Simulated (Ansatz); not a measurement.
Reactions of `O=CC([SiH3])[SeH]`.

Gas-phase electronic energies from Ansatz, PBE0-D4/def2-TZVP geometries. CBS: MP2 limit from def2 TZ/QZ plus the TZ coupled-cluster correction, frozen cores. This one scheme is used for every species. Double bonds are as drawn, so ΔE can hold a change between cis and trans. Functionals use def2-TZVPP. Elements past krypton have def2 core potentials. For Se, Sn outer-core shells are correlated without core-valence functions, which leaves a few kJ/mol of doubt a bond. Scalar relativity is left out up to krypton. One conformer a species, not always the lowest.

```tsv
reaction	PBE-D4 (eV)	B2PLYP (eV)	CCSD(T)/CBS(def2) (eV)
`O=CC([SiH3])[SeH]` + `OC[SiH2]S` → `O=COC[SiH2]S` + `[SiH3]C[SeH]`	-0.52	-0.57	-0.48
`O=CC([SiH3])[SeH]` + `OPO` → `OP(O)[SeH]` + `O=CC[SiH3]`	-0.77	-0.74	-0.70
`O=CC([SiH3])[SeH]` + `[SH][SnH3]` → `[SH][SnH2][SeH]` + `O=CC[SiH3]`	-1.20	-1.30	-1.31
`O=CC([SiH3])[SeH]` + `C=C[SiH2]O` → `O[SiH2]/C=C/[SeH]` + `O=CC[SiH3]`	-0.11	-0.15	-0.08
`O=CC([SiH3])[SeH]` + H₂Se → `[SeH][SeH]` + `O=CC[SiH3]`	-0.42	-0.48	-0.39
`O=CC([SiH3])[SeH]` + dimethyl ether → `COC[SeH]` + `O=CC[SiH3]`	-0.05	-0.08	-0.05
`O=CC([SiH3])[SeH]` + `C=CN=C` → `C=C/N=C\[SeH]` + `O=CC[SiH3]`	-0.23	-0.20	-0.14
`O=CC([SiH3])[SeH]` + `OCF` → `O=COCF` + `[SiH3]C[SeH]`	-0.30	-0.39	-0.30
```

Largest T1 diagnostic: 0.015, for `O=COCF`.
